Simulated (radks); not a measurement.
Task: All-electron atom: Hf38+ in [Ar] 3d10 4s2 4p4. Calculated with a radial shooting solver on a logarithmic mesh with Libxc functionals: Dirac Kohn-Sham, BLYP, spin-unpolarised, spherical densities, finite nucleus; open shells fill j = l - 1/2 first; Fermi nuclear charge, rms radius 5.347 fm. Some entries of the table are withheld. Estimate them.

| orbital | occ. | eigenvalue (hartree) | <r> (bohr) | <1/r> (bohr^-1) |
|---|---|---|---|---|
| 1s1/2 | 2 | -2457.589 | 0.01899 | 83.78 |
| 2s1/2 | 2 | (1) | 0.07969 | 20.33 |
| 2p1/2 | 2 | -453.0582 | 0.06605 | 20.30 |
| 2p3/2 | 4 | -409.1701 | 0.07375 | 17.25 |
| 3s1/2 | 2 | -152.6445 | 0.2055 | 7.562 |
| 3p1/2 | 2 | -144.7183 | 0.1952 | (2) |
| 3p3/2 | 4 | -135.0132 | 0.2087 | (3) |
| 3d3/2 | 4 | -121.8178 | (4) | (5) |
| 3d5/2 | 6 | -119.6772 | (6) | (7) |
| 4s1/2 | 2 | -70.78580 | 0.4166 | 3.607 |
| 4p1/2 | 2 | -67.41439 | 0.4136 | 3.538 |
| 4p3/2 | 2 | -64.33966 | 0.4335 | 3.278 |
| 4d3/2 | 0 | -58.91425 | 0.4221 | 3.164 |
| 4d5/2 | 0 | -58.24594 | 0.4277 | 3.103 |
| 5s1/2 | 0 | (8) | 0.7165 | 2.069 |

Result: 
(1) 2s1/2 eigenvalue (hartree): -471.2092
(2) 3p1/2 <1/r> (bohr^-1): 7.480
(3) 3p3/2 <1/r> (bohr^-1): 6.697
(4) 3d3/2 <r> (bohr): 0.1824
(5) 3d3/2 <1/r> (bohr^-1): 6.581
(6) 3d5/2 <r> (bohr): 0.1866
(7) 3d5/2 <1/r> (bohr^-1): 6.394
(8) 5s1/2 eigenvalue (hartree): -40.91401
